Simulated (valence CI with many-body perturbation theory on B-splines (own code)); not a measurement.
# E1 line list for Pr IX

Level of theory: valence CI with perturbative core correlation (CI+MBPT): five valence electrons over a frozen Dirac-Fock core [Kr] 4d10, a basis of 7 s, 7 p, 7 d, 7 f, 4 g, 2 h functions for each j, with the one-electron correlation potential Σ1, the two-electron term Σ2, the three-electron term Σ3, Breit, model QED; selected CI, second order for the rest (own B-spline code, finite nucleus).

No measured spectrum was set against this ion. As an estimate, terms of the open shell hold to a few per cent of their energy, and close levels can change places; configurations with another count of f electrons can be misplaced by thousands of cm⁻¹. Among the levels kept, up to 1800 cm⁻¹ of a level comes from second order outside the variational space, and about a tenth of that is noise between levels of different J, which matters for small intervals. The lowest computed level is not the ground level that NIST lists (°, for many ions itself from theory).

Lines 151 to 200 of 517 in falling wavelength, among levels below 241090 cm⁻¹, chosen from the strongest by gf and those to the six lowest levels. Wavelengths and rates use the calculated energies, so an error of 2000 cm⁻¹ moves a line at 72.46 nm by 1.4 % and its rate by three times that or more. Electric multipoles are in the length gauge, E1 and E2 with the static RPA response of the core. Weak lines are less certain than strong ones. Lines between different terms over intervals too small for the method are left out, as are lines whose strength nearly cancels. Where a level lies close to another of its J and parity, the split of strength between their lines is uncertain. The highest levels of a list are the least certain.

Names give the largest LS component (configuration and term), which can be under half, so a name can repeat, a term be missing and a line seem to break the LS rules; names also repeat where a configuration has a term twice. Letters in brackets count levels of one name in rising energy.

```tsv
λ vac (nm)	Upper	Lower	A (s⁻¹)	log gf	Branch %
72.46	4f²5s5p² ⁶I_11/2	4f5s²5p² ²H°_11/2	2.20e+07	-1.68	4.8
72.43	4f5s5p³ ²H_11/2	4f5s²5p² ²H°_9/2	1.93e+08	-0.74	14.9
72.39	4f5s5p³ ⁴G_5/2 [a]	4f5s²5p² ²D°_3/2 [a]	4.85e+07	-1.64	1.9
72.33	4f5s5p³ ²F_7/2	4f²5s²5p ⁴G°_5/2 [b]	5.14e+07	-1.49	3.6
72.32	4f²5s5p² ⁴H_7/2	4f²5s²5p ⁴G°_9/2 [a]	5.21e+07	-1.49	10.8
72.29	4f²5s5p² ⁶F_9/2	4f²5s²5p ⁴H°_7/2	3.08e+07	-1.62	8.9
72.24	4f5s5p³ ⁴F_9/2	4f5s²5p² ⁴G°_11/2	1.69e+07	-1.88	6.7
72.13	4f5s5p³ ⁴F_9/2	4f5s²5p² ²F°_7/2 [a]	1.62e+07	-1.90	6.4
71.99	4f5s5p³ ²F_7/2	4f²5s²5p ⁴G°_5/2 [a]	7.23e+07	-1.35	5.1
71.89	4f5s5p³ ⁴D_5/2	4f5s²5p² ²F°_5/2 [c]	1.02e+08	-1.32	8.5
71.73	4f5s5p³ ²G_9/2	4f²5s²5p ⁴H°_7/2	1.56e+08	-0.92	18.6
71.70	4f5s5p³ ⁴F_7/2 [a]	4f5s²5p² ²D°_5/2	6.55e+07	-1.39	10.5
71.60	5s5p⁴ ²D_5/2	4f²5s²5p ⁴G°_7/2 [a]	6.70e+07	-1.51	4.9
71.59	4f5s5p³ ²H_9/2	4f5s²5p² ⁴F°_9/2	3.06e+07	-1.63	1.9
71.49	4f5s5p³ ⁴P_5/2 [a]	5s²5p³ ²P°_3/2	4.38e+07	-1.70	1.9
71.40	4f²5s5p² ⁶I_9/2 [b]	4f5s²5p² ⁴F°_7/2	1.03e+08	-1.10	9.1
71.32	5s5p⁴ ²D_5/2	4f²5s²5p ⁴G°_5/2 [b]	1.06e+08	-1.31	7.7
71.24	4f²5s5p² ⁶G_13/2	4f5s²5p² ²H°_11/2	3.36e+07	-1.45	8.6
71.16	4f5s5p³ ⁴F_5/2	4f5s²5p² ²D°_5/2	1.12e+08	-1.29	15.3
70.99	5s5p⁴ ²D_5/2	4f²5s²5p ⁴G°_5/2 [a]	4.18e+07	-1.72	3.0
70.90	4f²5s5p² ⁶G_9/2 [a]	4f5s²5p² ²F°_7/2 [c]	2.29e+07	-1.76	5.6
70.88	4f5s5p³ ⁴F_7/2 [b]	4f5s²5p² ⁴F°_7/2	9.35e+07	-1.25	8.3
70.86	4f5s5p³ ⁴F_7/2 [b]	4f5s²5p² ²F°_5/2 [c]	7.35e+07	-1.35	6.5
70.80	4f5s5p³ ²F_7/2	4f²5s²5p ⁴H°_7/2	6.18e+07	-1.43	4.4
70.60	4f²5s5p² ⁶I_11/2	4f5s²5p² ⁴F°_9/2	4.45e+07	-1.40	9.7
70.39	5s5p⁴ ⁴P_5/2	5s²5p³ ²D°_5/2	9.79e+07	-1.36	6.7
70.26	4f²5s5p² ⁴I_9/2	4f²5s²5p ⁴G°_9/2 [a]	2.68e+07	-1.70	5.1
69.88	4f5s5p³ ⁴D_5/2	5s²5p³ ²P°_3/2	6.08e+07	-1.57	5.1
69.83	4f5s5p³ ⁴F_7/2 [a]	4f5s²5p² ⁴D°_7/2 [b]	1.14e+08	-1.18	18.2
69.81	4f²5s5p² ⁴G_11/2	4f²5s²5p ⁴G°_9/2 [a]	2.61e+07	-1.64	3.6
69.78	4f5s5p³ ²H_11/2	4f²5s²5p ⁴I°_9/2	1.02e+08	-1.05	7.9
69.77	4f5s5p³ ⁴F_7/2 [a]	4f5s²5p² ⁴G°_5/2 [b]	3.42e+07	-1.70	5.5
69.72	4f²5s5p² ⁴H_7/2	4f²5s²5p ⁴H°_9/2 [a]	4.11e+07	-1.62	8.5
69.60	4f²5s5p² ⁴I_9/2	4f5s²5p² ²F°_7/2 [c]	1.08e+08	-1.11	20.6
69.47	4f5s5p³ ²G_9/2	4f5s²5p² ²H°_11/2	2.32e+07	-1.78	2.8
69.32	4f5s5p³ ⁴F_5/2	4f5s²5p² ⁴D°_7/2 [b]	4.05e+07	-1.76	5.5
69.31	4f5s5p³ ⁶F_5/2	5s²5p³ ²D°_5/2	5.06e+07	-1.66	21.9
69.31	4f5s5p³ ⁶F_7/2	5s²5p³ ²D°_5/2	2.03e+07	-1.93	7.9
68.91	4f²5s5p² ⁴G_11/2	4f²5s²5p ⁴G°_11/2 [a]	4.57e+07	-1.41	6.3
68.68	4f²5s5p² ⁴G_11/2	4f²5s²5p ⁴H°_13/2	1.90e+08	-0.79	26.3
68.58	4f²5s5p² ⁴I_9/2	4f²5s²5p ⁴G°_7/2 [a]	1.93e+07	-1.87	3.7
68.55	4f5s5p³ ²G_9/2	4f²5s²5p ⁴I°_9/2	5.84e+07	-1.39	7.0
68.55	5s5p⁴ ⁴P_3/2	4f5s²5p² ⁴G°_5/2 [b]	1.04e+08	-1.53	4.2
68.43	4f5s5p³ ²F_5/2	4f5s²5p² ²D°_3/2 [b]	3.34e+07	-1.85	1.2
68.13	4f5s5p³ ⁴F_7/2 [a]	4f5s²5p² ⁴G°_7/2	4.52e+07	-1.60	7.2
67.94	4f²5s5p² ⁶G_9/2 [b]	4f²5s²5p ⁴I°_11/2	3.74e+07	-1.59	14.1
67.88	4f²5s5p² ⁶H_5/2 [b]	4f²5s²5p ⁴G°_5/2 [b]	5.27e+07	-1.66	5.1
67.84	4f5s5p³ ⁴G_5/2 [a]	4f5s²5p² ⁴D°_3/2	3.19e+07	-1.88	1.2
67.80	4f²5s5p² ⁴I_9/2	4f²5s²5p ⁴H°_9/2 [a]	2.76e+07	-1.72	5.3
67.76	4f5s5p³ ²G_9/2	4f5s²5p² ⁴F°_9/2	1.20e+08	-1.08	14.3
```
